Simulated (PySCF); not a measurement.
# One molecule, several mistakes: GeH6N2Si

Calculated results; nothing here was measured. The program is PySCF 2.14.0, an open-source quantum chemistry code, run on an isolated molecule that a program drew, which may never have been made. The molecule is GeH6N2Si (charge 0, singlet), drawn as the SMILES string `N=[SiH][GeH2][NH2]`.

Each row is a Hartree-Fock (HF) and frozen-core CCSD(T) single point in the cc-pV(D+d)Z basis, meant for a local HF minimum. Run 1 is clean. Each other run has one planted mistake out of seven kinds, and not every kind appears here: one electron removed, one electron added, multiplicity raised by two, geometry at a saddle point, minimal basis STO-3G, one bond length entered in bohr, all coordinates scaled. The reference is restricted for singlets and unrestricted otherwise, and also for a bond in bohr. Adding or removing an electron swaps singlet and doublet. Electrons count all cores. HOMO and LUMO are orbital energies over both spins, the gradient is its largest component, and the lowest frequency (negative if imaginary) is given only where the gradient is small. Bond lengths are over the 9 bonds as drawn. T1 is the CCSD diagnostic: over 0.02 (restricted) or 0.045 (unrestricted) a single reference is doubtful. Germanium has the cc-pVDZ-PP basis, with a core potential (ECP10MDF) in place of its 10 inner electrons, and its 3s, 3p and 3d shells are frozen in CCSD(T).

Geometry of the clean run:
```xyz
10
GeH6N2Si, angstrom
N     0.2856   -0.0346   -2.3454
Si    0.1838   -0.7739   -0.9527
Ge   -0.3912    0.1522    1.1959
N     0.8808   -0.4216    2.4074
H     0.1070    0.9505   -2.4335
H     0.4677   -2.2209   -0.9284
H    -0.5141    1.6808    1.0796
H    -1.7291   -0.4149    1.6807
H     0.6395   -0.2257    3.3648
H     1.8026   -0.0518    2.2464
```

| run | electrons | basis functions | <S^2> | HOMO (eV) | LUMO (eV) | gradient (hartree/bohr) | lowest frequency (cm^-1) | mean bond (Å) | longest bond (Å) | T1 | HF (hartree) | CCSD(T) (hartree) | mistake |
|---|---|---|---|---|---|---|---|---|---|---|---|---|---|
| 1 | 66 | 104 | 0.000 | -9.96 | 1.64 | 2.8e-05 | 30 | 1.4889 | 2.409 | 0.0171 | -694.67378 | -695.27499 | no fault |
| 2 | 67 | 104 | 0.777 | 0.16 | 7.66 | 5.5e-02 | - | 1.4889 | 2.409 | 0.0188 | -694.64026 | -695.24825 | one electron added |
| 3 | 66 | 104 | 1.147 | -8.63 | 0.72 | 2.1e-02 | - | 1.6715 | 3.492 | 0.0337 | -694.59329 | -695.15773 | one bond length entered in bohr |
| 4 | 66 | 104 | 0.000 | -9.99 | 1.90 | 7.8e-02 | - | 1.4114 | 2.284 | 0.0153 | -694.64172 | -695.22951 | all coordinates scaled |
| 5 | 66 | 104 | 2.032 | -6.68 | 0.15 | 1.5e-01 | - | 1.4889 | 2.409 | 0.0145 | -694.59693 | -695.14824 | multiplicity raised by two |
| 6 | 65 | 104 | 0.791 | -15.19 | -5.42 | 6.2e-02 | - | 1.4889 | 2.409 | 0.0377 | -694.39658 | -694.95383 | ? |

**Which mistake was planted in run 6, and what did it cost?**

It counts 65 electrons, one fewer than the clean run, at the same geometry and basis. So the mistake is: one electron removed. Subtracting run 1 and multiplying by 627.51 kcal/mol a hartree, the energy moved by 173.9 kcal/mol in HF and 201.5 kcal/mol in CCSD(T).

Cautions from the logs. Run 2: the HOMO is above zero, so the electron isn't bound and the energy depends on the basis.
